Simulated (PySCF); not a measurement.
C2H10BFSi2 (SMILES CB(C)[SiH2][SiH2]F), singlet, at a GFN2-xTB geometry, with bond 14-6 at 2.4 times its length; CASSCF(6,4)/STO-3G in PySCF.

The PySCF input:
```python
from pyscf import gto, scf, mcscf
import numpy

mol = gto.Mole()
mol.atom = '''
    Si    1.912912    0.387412    0.044487
    F     1.198401    1.275763    1.205340
    Si    0.218331   -0.861082   -0.928259
    B    -1.507232   -0.365262   -0.131605
    C    -2.005036   -1.082167    1.180283
    C    -2.295588    0.887530   -0.671455
    H     2.946987   -0.308608    0.805851
    H     2.558832    1.423749   -0.757260
    H     0.327493   -0.650757   -2.388011
    H     0.600714   -2.282436   -0.783421
    H    -3.051315   -0.907750    1.425522
    H    -1.833201   -2.157841    1.183204
    H    -1.419427   -0.686867    2.014002
    H    -4.819132    0.955541    0.003014
    H    -1.835353    1.775011   -0.229548
    H    -2.230768    1.023280   -1.750106
'''
mol.basis = 'sto-3g'
mol.charge = 0
mol.spin = 0
mol.verbose = 4
mol.build()

mf = scf.RHF(mol)
mf.kernel()
mc = mcscf.CASSCF(mf, 4, 6)
mc.fix_spin_(ss=0.0)
mc.kernel()
occ = numpy.linalg.eigvalsh(mc.fcisolver.make_rdm1(mc.ci, mc.ncas, mc.nelecas))[::-1]
ss = mc.fcisolver.spin_square(mc.ci, mc.ncas, mc.nelecas)[0]
print('natural occupations', occ.round(4), ' <S^2>', round(ss, 4))
```

**Question.** Predict the main parts of the log of this PySCF run.

**Answer.** 
```
PySCF version 2.14.0

[INPUT] verbose = 4
[INPUT] num. atoms = 16
[INPUT] num. electrons = 64
[INPUT] charge = 0
[INPUT] spin (= nelec alpha-beta = 2S) = 0
[INPUT] symmetry False subgroup None
[INPUT] Mole.unit = angstrom
[INPUT] Symbol           X                Y                Z      unit          X                Y                Z       unit  Magmom
[...]
nuclear repulsion = 341.442861450863
number of shells = 32
number of NR pGTOs = 144
number of NR cGTOs = 48
basis = sto-3g
ecp = {}

******** <class 'pyscf.scf.hf.RHF'> ********
method = RHF
initial guess = minao
damping factor = 0
level_shift factor = 0
DIIS = <class 'pyscf.scf.diis.CDIIS'>
diis_start_cycle = 1
diis_space = 8
diis_damp = 0
SCF conv_tol = 1e-09
SCF conv_tol_grad = None
SCF max_cycles = 50
direct_scf = True
direct_scf_tol = 1e-13
Set gradient conv threshold to 3.16228e-05
Initial guess from minao.
init E= -773.753378210739
[...]
cycle= 1 E= -773.834856412426  delta_E= -0.0815  |g|= 0.41  |ddm|= 4.32
[...]
cycle= 2 E= -773.925071941365  delta_E= -0.0902  |g|= 0.142  |ddm|= 0.977
[...]
cycle= 3 E= -773.931144737457  delta_E= -0.00607  |g|= 0.11  |ddm|= 0.425
[...]
cycle= 4 E= -773.936792882631  delta_E= -0.00565  |g|= 0.0226  |ddm|= 0.208
[...]
cycle= 5 E= -773.937165522797  delta_E= -0.000373  |g|= 0.0042  |ddm|= 0.0597
[...]
cycle= 6 E= -773.937183465584  delta_E= -1.79e-05  |g|= 0.00118  |ddm|= 0.0118
[...]
cycle= 7 E= -773.93718556304  delta_E= -2.1e-06  |g|= 0.000377  |ddm|= 0.00417
[...]
cycle= 8 E= -773.937185776732  delta_E= -2.14e-07  |g|= 9.52e-05  |ddm|= 0.00134
[...]
cycle= 9 E= -773.937185790567  delta_E= -1.38e-08  |g|= 1.42e-05  |ddm|= 0.000398
[...]
cycle= 10 E= -773.937185790814  delta_E= -2.47e-10  |g|= 3.02e-06  |ddm|= 5.31e-05
[...]
Extra cycle  E= -773.937185790825  delta_E= -1.11e-11  |g|= 1.44e-06  |ddm|= 8.56e-06
converged SCF energy = -773.937185790825

******** <class 'pyscf.mcscf.mc1step.CASSCF'> ********
CAS (3e+3e, 4o), ncore = 29, nvir = 15
max_cycle_macro = 50
max_cycle_micro = 4
conv_tol = 1e-07
conv_tol_grad = None
orbital rotation max_stepsize = 0.02
orbital rotation threshold for CI restart = 0.01
augmented hessian ah_max_cycle = 30
augmented hessian ah_conv_tol = 1e-12
augmented hessian ah_linear dependence = 1e-14
augmented hessian ah_level shift = 1e-08
augmented hessian ah_start_tol = 2.5
augmented hessian ah_start_cycle = 3
augmented hessian ah_grad_trust_region = 3
kf_trust_region = 3
kf_interval = 4
ci_response_space = 4
ci_grad_trust_region = 3
with_dep4 0
natorb = False
canonicalization = True
sorting_mo_energy = False
ao2mo_level = 2
internal_rotation = False
******** <class 'pyscf.fci.addons.SpinPenaltyFCISolver'> ********
max. cycles = 50
conv_tol = 1e-08
davidson only = True
linear dependence = 1e-12
level shift = 0.001
max iter space = 12
nroots = 1
pspace_size = 400
spin = None
CASCI E = -774.094668387522  S^2 = 0.0000000
Set conv_tol_grad to 0.000316228
macro iter   1 ( 21 JK    4 micro), CASSCF E = -774.114370806898  dE = -1.97024194e-02  S^2 = 0.0000000
               |grad[o]|=0.0859  |grad[c]|=0.0301  |ddm|=0.0156  |maxRot[o]|=0.172
macro iter   2 ( 12 JK    3 micro), CASSCF E = -774.114788417774  dE = -4.17610876e-04  S^2 = 0.0000000
               |grad[o]|=0.0256  |grad[c]|=0.00239  |ddm|=0.0061  |maxRot[o]|=0.135
macro iter   3 ( 17 JK    4 micro), CASSCF E = -774.114807723581  dE = -1.93058066e-05  S^2 = 0.0000000
               |grad[o]|=0.0109  |grad[c]|=0.0141  |ddm|=0.00252  |maxRot[o]|=0.0994
macro iter   4 ( 12 JK    3 micro), CASSCF E = -774.114811451090  dE = -3.72750969e-06  S^2 = 0.0000000
               |grad[o]|=0.00676  |grad[c]|=0.00991  |ddm|=0.00158  |maxRot[o]|=0.0943
macro iter   5 ( 12 JK    3 micro), CASSCF E = -774.114814697545  dE = -3.24645498e-06  S^2 = 0.0000000
               |grad[o]|=0.00575  |grad[c]|=0.0214  |ddm|=0.00162  |maxRot[o]|=0.115
macro iter   6 ( 12 JK    3 micro), CASSCF E = -774.114819844877  dE = -5.14733131e-06  S^2 = 0.0000000
[...]
macro iter  32 ( 21 JK    4 micro), CASSCF E = -774.114833130907  dE = -2.15262526e-06  S^2 = 0.0000000
               |grad[o]|=0.00155  |grad[c]|=0.00225  |ddm|=0.000112  |maxRot[o]|=0.0493
macro iter  33 ( 17 JK    4 micro), CASSCF E = -774.114833014120  dE =  1.16786737e-07  S^2 = 0.0000000
               |grad[o]|=0.0015  |grad[c]|=0.000514  |ddm|=0.000107  |maxRot[o]|=0.0384
macro iter  34 ( 22 JK    4 micro), CASSCF E = -774.114834378659  dE = -1.36453832e-06  S^2 = 0.0000000
               |grad[o]|=0.00142  |grad[c]|=0.00042  |ddm|=7.95e-05  |maxRot[o]|=0.0383
macro iter  35 ( 21 JK    4 micro), CASSCF E = -774.114833758328  dE =  6.20330297e-07  S^2 = 0.0000000
               |grad[o]|=0.00137  |grad[c]|=0.000299  |ddm|=4.88e-05  |maxRot[o]|=0.0488
macro iter  36 ( 24 JK    4 micro), CASSCF E = -774.114834895254  dE = -1.13692590e-06  S^2 = 0.0000000
               |grad[o]|=0.00132  |grad[c]|=0.000779  |ddm|=0.000129  |maxRot[o]|=0.0285
macro iter  37 ( 21 JK    4 micro), CASSCF E = -774.114833285891  dE =  1.60936315e-06  S^2 = 0.0000000
               |grad[o]|=0.00126  |grad[c]|=0.000973  |ddm|=7.05e-05  |maxRot[o]|=0.0525
macro iter  38 ( 25 JK    4 micro), CASSCF E = -774.114834246923  dE = -9.61032242e-07  S^2 = 0.0000000
               |grad[o]|=0.00123  |grad[c]|=0.000646  |ddm|=3.11e-05  |maxRot[o]|=0.025
macro iter  39 ( 17 JK    4 micro), CASSCF E = -774.114834646807  dE = -3.99883106e-07  S^2 = 0.0000000
               |grad[o]|=0.0012  |grad[c]|=0.00415  |ddm|=6.76e-05  |maxRot[o]|=0.0313
macro iter  40 ( 17 JK    4 micro), CASSCF E = -774.114833062361  dE =  1.58444573e-06  S^2 = 0.0000000
               |grad[o]|=0.00114  |grad[c]|=0.00275  |ddm|=0.000121  |maxRot[o]|=0.0392
macro iter  41 ( 21 JK    4 micro), CASSCF E = -774.114834287053  dE = -1.22469248e-06  S^2 = 0.0000000
               |grad[o]|=0.00113  |grad[c]|=0.000852  |ddm|=4.94e-05  |maxRot[o]|=0.0332
macro iter  42 ( 21 JK    4 micro), CASSCF E = -774.114833403408  dE =  8.83645157e-07  S^2 = 0.0000000
               |grad[o]|=0.00107  |grad[c]|=0.0017  |ddm|=9.66e-05  |maxRot[o]|=0.0436
macro iter  43 ( 22 JK    4 micro), CASSCF E = -774.114834511945  dE = -1.10853728e-06  S^2 = 0.0000000
               |grad[o]|=0.00106  |grad[c]|=0.00032  |ddm|=3.54e-05  |maxRot[o]|=0.0237
macro iter  44 ( 21 JK    4 micro), CASSCF E = -774.114832833504  dE =  1.67844144e-06  S^2 = 0.0000000
               |grad[o]|=0.00105  |grad[c]|=0.000946  |ddm|=9.48e-05  |maxRot[o]|=0.0496
macro iter  45 ( 25 JK    4 micro), CASSCF E = -774.114833739657  dE = -9.06152877e-07  S^2 = 0.0000000
               |grad[o]|=0.00104  |grad[c]|=0.00223  |ddm|=3.29e-05  |maxRot[o]|=0.0301
macro iter  46 ( 21 JK    4 micro), CASSCF E = -774.114834851771  dE = -1.11211398e-06  S^2 = 0.0000000
               |grad[o]|=0.00101  |grad[c]|=0.00133  |ddm|=3.35e-05  |maxRot[o]|=0.0257
macro iter  47 ( 17 JK    4 micro), CASSCF E = -774.114833071750  dE =  1.78002108e-06  S^2 = 0.0000000
               |grad[o]|=0.000968  |grad[c]|=0.0195  |ddm|=0.000392  |maxRot[o]|=0.0398
macro iter  48 ( 21 JK    4 micro), CASSCF E = -774.114833816172  dE = -7.44422096e-07  S^2 = 0.0000000
               |grad[o]|=0.00102  |grad[c]|=0.00133  |ddm|=4.66e-05  |maxRot[o]|=0.0382
macro iter  49 ( 17 JK    4 micro), CASSCF E = -774.114832854546  dE =  9.61626029e-07  S^2 = 0.0000000
               |grad[o]|=0.00103  |grad[c]|=0.00252  |ddm|=0.000159  |maxRot[o]|=0.046
macro iter  50 ( 24 JK    4 micro), CASSCF E = -774.114832591697  dE =  2.62849085e-07  S^2 = 0.0000000
               |grad[o]|=0.00121  |grad[c]|=0.000454  |ddm|=3.53e-05  |maxRot[o]|=0.0271
1-step CASSCF not converged,  50 macro (1013 JK 194 micro) steps
CASSCF canonicalization
Density matrix diagonal elements [1.99999029 1.9933278  1.30889124 0.69779067]
CASSCF energy = -774.114832591697
CASCI E = -774.114832591697  E(CI) = -29.0473070033823  S^2 = 0.0000000
natural occupations [2.     2.     1.3034 0.6966]  <S^2> 0.0
```

Convergence was not reached.
